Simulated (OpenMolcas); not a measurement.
# Co VIII: effect of the active space

| Quantity | Value |
| --- | --- |
| Program | OpenMolcas 26.06 |
| Method | CASSCF or its RAS form |
| Basis | ANO-RCC-VQZP |
| Scalar Hamiltonian | DKH2, point nucleus |
| Spin-orbit coupling | RASSI with atomic mean-field integrals over the reference wave functions, term energies averaged over their components |

A. 2 electrons in 5 orbitals (3d); 2S+1 = 3 even, 10 roots; 2S+1 = 1 even, 15 roots; cost about 7 core-seconds
B. 8 electrons in 8 orbitals (RAS1 3p, at most 2 holes; RAS2 3d); 2S+1 = 3 even, 10 roots; 2S+1 = 1 even, 15 roots; cost roughly 22 core-seconds
C. 2 electrons in 10 orbitals (3d 4d); 2S+1 = 3 even, 10 roots; 2S+1 = 1 even, 15 roots; cost roughly 16 core-seconds

Energies in cm-1 above 3d2 3F2, the measured ground level; measured values from Sugar and Corliss, J. Phys. Chem. Ref. Data 10, 1097 (1981).

```json
{"Level": "3d2 3F2", "A": "0.0", "B": "0.0", "C": "0.0", "Measured": "0.0"}
{"Level": "3d2 3F3", "A": "1425", "B": "1466", "C": "1431", "Measured": "1430"}
{"Level": "3d2 3F4", "A": "3193", "B": "3273", "C": "3205", "Measured": "3144"}
{"Level": "3d2 1D2", "A": "23459", "B": "21547", "C": "23188", "Measured": "19624"}
{"Level": "3d2 3P0", "A": "26848", "B": "25357", "C": "26573", "Measured": "22304"}
{"Level": "3d2 3P1", "A": "27377", "B": "25907", "C": "27096", "Measured": "22839"}
{"Level": "3d2 3P2", "A": "28618", "B": "27143", "C": "28328", "Measured": "24055"}
{"Level": "3d2 1G4", "A": "35766", "B": "36368", "C": "35362", "Measured": "32360"}
{"Level": "3d2 1S0", "A": "85747", "B": "76255", "C": "83959", "Measured": "74247"}
```

Deviations, from unrounded energies. A percentage is the sum of absolute deviations over the sum of measured energies, with the sign that they share, or ± where signs differ.

| Against measurement | Levels | A | B | C |
| --- | --- | --- | --- | --- |
| mean absolute deviation (cm-1) | 8 | 4100 | 2200 | 3600 |
| fine structure of the ground term (%) | 2 | ±1.2 | +3.6 | +1.4 |
| other terms of the ground configuration (%) | 6 | +16.6 | +8.8 | +14.9 |

B lies closest to measurement on these levels and A furthest from it. The largest miss of B in the table is 3d2 1G4, by +4000 cm-1. The ranking rests on the paired levels alone, and a cruder setting can come out closer through cancelling errors.

Among A to C the level of the table that moves most is 3d2 1S0, by 9500 cm-1 (lowest in B, highest in A).

Without dynamic correlation excited terms often stand tens of per cent too high (terms of higher spin than the ground term too low), and those without a measured partner can miss by more than the paired ones. Active for correlation alone: 3p; no level in the range computed is led by a configuration that opens it, so any true level of that kind is missing (holds for B). Active for correlation alone: 4d; no level in the range computed is led by a configuration that fills it, so any true level of that kind is missing (holds for C). Measured partners are found by configuration, term and J. A level has none where our copy of the source lacks it or the pairing is in doubt (some pairs that miss far off the trend of their configuration count as doubtful), and it then counts in no deviation. Levels of configurations outside the active space are missing.
